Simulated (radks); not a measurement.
Values are calculated unless marked as measured or tabulated.
Dynamic dipole polarisability and lines of the nickel ion Ni25+, [He] 2s1. Level of theory: scalar-relativistic Kohn-Sham, LDA (Slater exchange, Perdew-Wang correlation), spin-polarised, spherical densities, finite nucleus; open shells are filled with parallel spins first; Fermi nuclear charge, rms radius of each element as measured or else 0.836 A^(1/3) + 0.57 fm (a radial shooting solver on a logarithmic mesh with Libxc functionals). Time-dependent linear response with the Hartree and adiabatic LDA kernel, continuum included through the Sternheimer equations, no spin-orbit coupling, so fine structure and intercombination lines are absent. Lines are the poles of the dipole polarisability below minus the highest occupied eigenvalue, found on a grid refined at the orbital gaps; the lowest seven at most are given, and weak or close lines can be missed. The first line takes the name of the lowest orbital gap if no other gap lies below it; otherwise a line is named after a gap within 0.6 % of it, if that gap stands alone.

photon energy (eV)  alpha (bohr^3)
0                         0.009350
193.38                   -0.001233
425.43                 -0.00002724
657.48                   0.0001631
889.53                   0.0002857
1121.6                   0.0005237
1353.6                     0.01338
1585.7                  -0.0002663
1817.7                   -0.001682
2049.8                  -0.0002096
2281.8                  0.00001540

Lines (eV, oscillator strength): 71.777 (17.27 nm, 2s-2p), f = 0.0635; 1361.3 (0.9108 nm, 2s-3p), f = 0.375; 1806.0 (0.6865 nm, 2s-4p), f = 0.0913; 2006.8 (0.6178 nm, 2s-5p), f = 0.0377; 2114.7 (0.5863 nm, 2s-6p), f = 0.0195; 2179.3 (0.5689 nm, unassigned), f = 0.0115; 2221.0 (0.5582 nm, unassigned), f = 0.00741. Higher lines, where found, are left out when the end of the mesh affects them. Those listed give 100 % of the static polarisability (sum of f/w^2). Orbital energy gaps for comparison: 2s-2p 67.810 eV; 2s-3p 1363.9 eV; 2s-4p 1806.3 eV; 2s-5p 2006.7 eV; 2s-6p 2114.5 eV.
